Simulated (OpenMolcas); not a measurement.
# Cu4+: moving or changing the point charges

Cu4+ among 4 point charges of -2 e arranged as a square (D4h), 2.06 Å from the ion.

```
Program             : OpenMolcas
Method              : SS-CASPT2, IPEA 0.25 Eh, imaginary shift 0.1 Eh (closed shells correlated: 3s 3p)
Basis               : ANO-RCC-VDZP [5s4p2d1f]
Scalar Hamiltonian  : DKH2, point nucleus
Active space        : 7 electrons in 5 orbitals (3d)
State averaging     : 2S+1 = 4 even, 10 roots; 2S+1 = 2 even, 40 roots
Spin-orbit coupling : RASSI with atomic mean-field integrals over the reference wave functions
```

Runs around this geometry, states (labels of D4, the rotations of D4h). Energies in cm-1 above the lowest state or level, χT in cm3 K/mol.

```csv
R (Å),q (e),Ground state,First state of that spin,First gap with spin-orbit (degeneracies),χT at 300 K,First state of another spin
2.06,-1.6,4A2,4E 280,"230 (2, 2)",4.912,2A1 22720
1.93,-2,4A2,4E 710,"300 (2, 2)",4.633,2A1 22960
2.06,-2,4A2,4E 570,"280 (2, 2)",4.763,2A1 22850
2.17,-2,4A2,4E 450,"250 (2, 2)",4.861,2A1 22740
```

Taking the first state of the same spin as R^-n, n = -ln(450 / 710) / ln(2.17 / 1.93) = 3.9 between the shortest and longest distance.

Point charges give a weaker field than real ligands, and real ions of this kind are often low spin; the high spin found here belongs to the model. Free-ion shares, where given, are those of the reference states; single-state CASPT2 does not remix them. Spin-orbit coupling mixes the spin-free states strongly: the lowest level takes only 56 % from its leading state, 4A2 (figures for R = 2.06, q = -1.6; the like holds for R = 1.93, q = -2, R = 2.06, q = -2, R = 2.17, q = -2). The ground term spreads over less than 5000 cm-1, several times less than with real ligands, so orbital moments are less quenched and χT lies further from the spin-only value than at real sites (holds for R = 2.06, q = -1.6; R = 2.06, q = -2; R = 2.17, q = -2). This is an electrostatic model: the charges have no orbitals. No measured value stands beside these numbers.
